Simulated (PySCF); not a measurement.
PySCF input (TPSSh/def2-TZVPD):

```python
from pyscf import gto, scf, dft

mol = gto.M(
    atom='''
    Si    0.01422753    0.01856213    0.44427836
    F     0.06490164    0.08467479    2.02666233
    Br    1.93531639   -0.78217367   -0.26289341
    Br   -1.64579476   -1.30450894   -0.12638887
    Br   -0.31190163    2.05748424   -0.30957080
    ''',
    basis='def2-tzvpd',
    charge=0,
    spin=0,
    verbose=4,
)

mf = dft.RKS(mol, xc='tpssh').density_fit(auxbasis='def2-universal-jkfit')
mf.grids.level = 3
mf.conv_tol = 1e-9
mf.max_cycle = 100
mf.max_memory = 1500
mf.kernel()
if not mf.converged:
    mf = mf.newton()
    mf.kernel(mf.make_rdm1())
mf.analyze()
```

Output:

```
PySCF version 2.14.0

[INPUT] verbose = 4
[INPUT] num. atoms = 5
[INPUT] num. electrons = 128
[INPUT] charge = 0
[INPUT] spin (= nelec alpha-beta = 2S) = 0
[INPUT] symmetry False subgroup None
[INPUT] Mole.unit = angstrom
[INPUT] Symbol           X                Y                Z      unit          X                Y                Z       unit  Magmom
[INPUT]  1 Si     0.014227530000   0.018562130000   0.444278360000 AA    0.026886135129   0.035077341989   0.839564423471 Bohr   0.0
[INPUT]  2 F      0.064901640000   0.084674790000   2.026662330000 AA    0.122646324635   0.160012162755   3.829836750673 Bohr   0.0
[INPUT]  3 Br     1.935316390000  -0.782173670000  -0.262893410000 AA    3.657217941482  -1.478094018146  -0.496796544853 Bohr   0.0
[INPUT]  4 Br    -1.645794760000  -1.304508940000  -0.126388870000 AA   -3.110101353644  -2.465164623647  -0.238840349493 Bohr   0.0
[INPUT]  5 Br    -0.311901630000   2.057484240000  -0.309570800000 AA   -0.589408658505   3.888081719209  -0.585004028163 Bohr   0.0

nuclear repulsion = 1095.25990295636
number of shells = 86
number of NR pGTOs = 460
number of NR cGTOs = 254
basis = def2-tzvpd
ecp = {}

******** <class 'pyscf.df.df_jk.DFRKS'> ********
method = DFRKS
initial guess = minao
damping factor = 0
level_shift factor = 0
DIIS = <class 'pyscf.scf.diis.CDIIS'>
diis_start_cycle = 1
diis_space = 8
diis_damp = 0
SCF conv_tol = 1e-09
SCF conv_tol_grad = None
SCF max_cycles = 100
direct_scf = False
XC library pyscf.dft.libxc version 7.1.2
    S. Lehtola, C. Steigemann, M. J. T. Oliveira, and M. A. L. Marques,  SoftwareX 7, 1–5 (2018)
XC functionals = tpssh
    V. N. Staroverov, G. E. Scuseria, J. Tao, and J. P. Perdew,  J. Chem. Phys. 119, 12129 (2003)
radial grids:
    Treutler-Ahlrichs [JCP 102, 346 (1995); DOI:10.1063/1.469408] (M4) radial grids

becke partition: Becke, JCP 88, 2547 (1988); DOI:10.1063/1.454033
pruning grids: <function nwchem_prune>
grids dens level: 3
symmetrized grids: False
atomic radii adjust function: <function treutler_atomic_radii_adjust>
small_rho_cutoff = 0
Set gradient conv threshold to 3.16228e-05
Initial guess from minao.
tot grids = 94720
******** <class 'pyscf.df.df.DF'> ********
auxbasis = def2-universal-jkfit
init E= -8109.21119453814
  HOMO = -0.30946874962402  LUMO = -0.0780822774476162  gap/eV = 6.29635
cycle= 1 E= -8111.74684798871  delta_E= -2.54  |g|= 0.817  |ddm|= 2.48
  HOMO = -0.305783039617768  LUMO = -0.101216527417506  gap/eV = 5.56654
cycle= 2 E= -8111.57747516267  delta_E= 0.169  |g|= 1.27  |ddm|= 1.14
  HOMO = -0.29286914704757  LUMO = -0.0653906989153687  gap/eV = 6.19000
[...]
cycle= 10 E= -8111.824828629  delta_E= -3.6e-10  |g|= 1.19e-05  |ddm|= 3.36e-05
  HOMO = -0.299165042232745  LUMO = -0.0691841414971602  gap/eV = 6.25810
Extra cycle  E= -8111.82482862895  delta_E= 5.09e-11  |g|= 1.98e-05  |ddm|= 1.99e-05
converged SCF energy = -8111.82482862895
**** SCF Summaries ****
Total Energy =                       -8111.824828628945397
Nuclear Repulsion Energy =            1095.259902956364613
One-electron Energy =               -13472.598365050745997
Two-electron Energy =                 4265.513633465437124
Two-electron Coulomb Energy =         4570.737588464340661
DFT Exchange-Correlation Energy =     -305.223954998903139
HOMO-LUMO gap [eV] =                     6.258099067143301
**** MO energy ****
MO #1   energy= -482.583547210728  occ= 2
MO #2   energy= -482.583543541038  occ= 2
MO #3   energy= -482.583540996061  occ= 2
MO #4   energy= -66.1243388886352  occ= 2
MO #5   energy= -62.2974765682577  occ= 2
MO #6   energy= -62.2974729866253  occ= 2
MO #7   energy= -62.297470783026   occ= 2
MO #8   energy= -56.0832509141144  occ= 2
MO #9   energy= -56.0832473009535  occ= 2
MO #10  energy= -56.0832395088716  occ= 2
MO #11  energy= -56.0807419471196  occ= 2
MO #12  energy= -56.0807385934157  occ= 2
MO #13  energy= -56.0807360474758  occ= 2
MO #14  energy= -56.0807118574846  occ= 2
MO #15  energy= -56.0807084357931  occ= 2
MO #16  energy= -56.0807027142271  occ= 2
MO #17  energy= -24.6312279981714  occ= 2
MO #18  energy= -8.64399238124328  occ= 2
MO #19  energy= -8.64398952271672  occ= 2
MO #20  energy= -8.64398672272032  occ= 2
MO #21  energy= -6.4634109619772   occ= 2
MO #22  energy= -6.46340751706564  occ= 2
MO #23  energy= -6.46340625669278  occ= 2
MO #24  energy= -6.45552677437805  occ= 2
MO #25  energy= -6.45552371120091  occ= 2
MO #26  energy= -6.45552175363328  occ= 2
MO #27  energy= -6.45544851523048  occ= 2
MO #28  energy= -6.45544637584652  occ= 2
MO #29  energy= -6.45544318207406  occ= 2
MO #30  energy= -5.34230539526395  occ= 2
MO #31  energy= -3.69016820969704  occ= 2
MO #32  energy= -3.69016637493965  occ= 2
MO #33  energy= -3.6899725874816   occ= 2
MO #34  energy= -2.58739433587074  occ= 2
MO #35  energy= -2.58738442607088  occ= 2
MO #36  energy= -2.58738101516981  occ= 2
MO #37  energy= -2.58509650422717  occ= 2
MO #38  energy= -2.58509463086267  occ= 2
MO #39  energy= -2.58509108886625  occ= 2
MO #40  energy= -2.5850344203224   occ= 2
MO #41  energy= -2.58503272614298  occ= 2
MO #42  energy= -2.58502879541967  occ= 2
MO #43  energy= -2.57889822741619  occ= 2
MO #44  energy= -2.57889563579761  occ= 2
MO #45  energy= -2.57889192603048  occ= 2
MO #46  energy= -2.57888986629944  occ= 2
MO #47  energy= -2.57888504040568  occ= 2
MO #48  energy= -2.57888418654712  occ= 2
MO #49  energy= -1.20277313325551  occ= 2
MO #50  energy= -0.805151650429431 occ= 2
MO #51  energy= -0.775641893948207 occ= 2
MO #52  energy= -0.775640379070537 occ= 2
MO #53  energy= -0.552676231424478 occ= 2
MO #54  energy= -0.462678012168524 occ= 2
MO #55  energy= -0.462340094747092 occ= 2
MO #56  energy= -0.462339121787751 occ= 2
MO #57  energy= -0.386724540378738 occ= 2
MO #58  energy= -0.386722837126628 occ= 2
MO #59  energy= -0.337693966083077 occ= 2
MO #60  energy= -0.329352603026017 occ= 2
MO #61  energy= -0.329349866229804 occ= 2
MO #62  energy= -0.309238284125884 occ= 2
MO #63  energy= -0.309236131263143 occ= 2
MO #64  energy= -0.299165042232745 occ= 2
MO #65  energy= -0.0691841414971602 occ= 0
MO #66  energy= -0.0161836016059993 occ= 0
MO #67  energy= -0.00546024820403131 occ= 0
MO #68  energy= -0.00545697668609553 occ= 0
MO #69  energy= 0.00317149343060198 occ= 0
MO #70  energy= 0.0198139345567752 occ= 0
MO #71  energy= 0.019814898601022  occ= 0
MO #72  energy= 0.0286904344297002 occ= 0
MO #73  energy= 0.0478793234546124 occ= 0
MO #74  energy= 0.0478799380195307 occ= 0
MO #75  energy= 0.0486588787074401 occ= 0
MO #76  energy= 0.048660108229669  occ= 0
MO #77  energy= 0.0498413477948339 occ= 0
MO #78  energy= 0.0745113772800292 occ= 0
MO #79  energy= 0.0839342951627291 occ= 0
MO #80  energy= 0.0997293105598605 occ= 0
MO #81  energy= 0.0997328378187276 occ= 0
MO #82  energy= 0.102158487175351  occ= 0
MO #83  energy= 0.102160540772685  occ= 0
MO #84  energy= 0.123454996574563  occ= 0
MO #85  energy= 0.132957294646232  occ= 0
MO #86  energy= 0.132959170533302  occ= 0
MO #87  energy= 0.156708172786558  occ= 0
MO #88  energy= 0.156709454449818  occ= 0
MO #89  energy= 0.164845158704825  occ= 0
MO #90  energy= 0.173591325423318  occ= 0
MO #91  energy= 0.173592571237135  occ= 0
MO #92  energy= 0.176555512660175  occ= 0
MO #93  energy= 0.187823739915315  occ= 0
MO #94  energy= 0.187824754346806  occ= 0
MO #95  energy= 0.202842299428368  occ= 0
MO #96  energy= 0.202843783399483  occ= 0
MO #97  energy= 0.20755261393324   occ= 0
MO #98  energy= 0.214802875462863  occ= 0
MO #99  energy= 0.223284535895057  occ= 0
MO #100 energy= 0.225132476811685  occ= 0
MO #101 energy= 0.225133466855767  occ= 0
MO #102 energy= 0.261663019099541  occ= 0
MO #103 energy= 0.271629642893576  occ= 0
MO #104 energy= 0.271631845866171  occ= 0
MO #105 energy= 0.272815940899467  occ= 0
MO #106 energy= 0.314020509254908  occ= 0
MO #107 energy= 0.314021492136913  occ= 0
[...]
```
